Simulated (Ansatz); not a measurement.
Relaxation of ClF4HHf (7 atoms, charge 0, multiplicity 1), to a largest force component of 0.03 eV/Å in at most 50 steps.

All numbers below come from Ansatz, RKS PBE0-D4/def2-SVP.

```xyz
7
Properties=species:S:1:pos:R:3:forces:R:3
Hf 0.190 0.000 -0.046 -0.28 0.00 1.35
Cl 0.234 0.000 2.433 -0.11 0.00 -1.23
F 1.991 0.000 -0.620 -0.05 0.00 0.01
F -0.574 1.567 -0.787 0.01 -0.01 -0.01
F -0.574 -1.567 -0.787 0.01 0.01 -0.01
F -2.698 0.000 1.254 0.29 0.00 -0.32
H -2.311 0.000 2.094 0.12 0.00 0.20
```

Task: Where does it end, and by what steps?

Result: It converged. After 6 steps the energy has fallen by 0.381 eV; F6 moved furthest, 0.52 Å. Joined: Hf1–F6 (3.17 → 2.38 Å).

```
step  energy less start (eV)  largest force component (eV/Å)  accepted
   0                  0.0000                           1.347       yes
   1                 -0.1251                           1.102       yes
   2                 -0.2844                           0.572       yes
   3                 -0.3467                           0.534       yes
   4                 -0.3751                           0.153       yes
   5                 -0.3797                           0.072       yes
   6                 -0.3813                           0.030       yes
```

```xyz
7
Properties=species:S:1:pos:R:3
Hf -0.057 0.000 0.069
Cl 0.183 0.000 2.469
F 1.766 0.000 -0.450
F -0.692 1.601 -0.736
F -0.692 -1.601 -0.736
F -2.242 0.000 1.006
H -2.008 0.000 1.920
```

Time of the run: 24 s on 2 threads of Arm Neoverse V2, with other jobs on the host, peak memory 0.26 GiB.
